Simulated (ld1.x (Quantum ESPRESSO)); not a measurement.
**magnesium: one change to a TM potential, before and after**

```json
{"Element": "magnesium (Mg)", "Generator": "ld1.x (Quantum ESPRESSO) 7.5", "Type": "norm-conserving Troullier–Martins (Kleinman–Bylander form)", "Functional": "PBE", "Relativity": "scalar-relativistic", "Frozen core": "[Ne]", "Valence charge": "2", "Reference configuration": "3s2 3p0", "Partial waves": "3s (bound): rc 1.95 bohr; 3p (bound, empty): rc 2.70 bohr; 3d channel at 0.5 Ry: rc 2.25 bohr", "Local potential": "the d channel", "Core correction": "Bessel-smoothed model core, default radius (core density twice the valence density)"}
```

All-electron outer shells of the reference configuration (PBE, scalar-relativistic, ld1.x):

```
shell  level (eV)  outermost node (bohr)  outermost maximum (bohr)
   2s      -79.85                   0.18                      0.54
   2p      -46.61                      –                      0.48
   3s       -4.70                   0.90                      2.56
   3p       -1.33                   0.96                      3.46
```

Change: core correction Bessel-smoothed model core inside 0.72 bohr.

Cutoffs: the cutoffs (Ry, on a coarse ladder) from which the occupation-weighted sum of valence levels, in a spherical-Bessel basis at the reference potential, stays within 10 and 1 mRy of its value at 400 Ry; they do not see the model core or the augmentation charge, which bear on the density cutoff. Errors are all-electron minus pseudo energies relative to the spin-unpolarised reference configuration.

Problem. How do hardness, ghosts and transferability respond?

Solution. The potential gets neither clearly harder nor softer (6 Ry and 18 Ry → 6 Ry and 18 Ry); of the 5 tests that both files solve, the error grows in 3 and shrinks in 1 by more than 15 % and 0.3 meV (median size 1.1 → 2.7 meV); neither file shows a bound ghost. The default core radius of the base comes out at 1.57 bohr. A model core, the more so a compact one, raises the density cutoff, which this test does not measure.

```tsv
quantity	base	changed
cutoff, loose	6 Ry	6 Ry
cutoff, tight	18 Ry	18 Ry
bound ghosts	none	none
error for 3s1 3p0, meV [ΔE 7.96 eV]	+3.4	+2.7
error for 3s1.5 3p0, meV [ΔE 3.14 eV]	+0.8	+0.7
error for 3s1 3p1, meV [ΔE 3.49 eV]	-1.1	-1.5
error for 3s0 3p1, meV [ΔE 12.33 eV]	-0.8	-3.7
error for 3s0 3p2, meV [ΔE 7.18 eV]	-6.4	-8.5
s: phases at 2.96 bohr within 0.05 rad from the reference energy up to (Ry; the scan ends near 5)	1.2	1.2
p: phases at 2.96 bohr within 0.05 rad from the reference energy up to (Ry; the scan ends near 5)	1.9	1.9
d: phases at 2.96 bohr within 0.05 rad from the reference energy up to (Ry; the scan ends near 5)	3.4	3.4
```
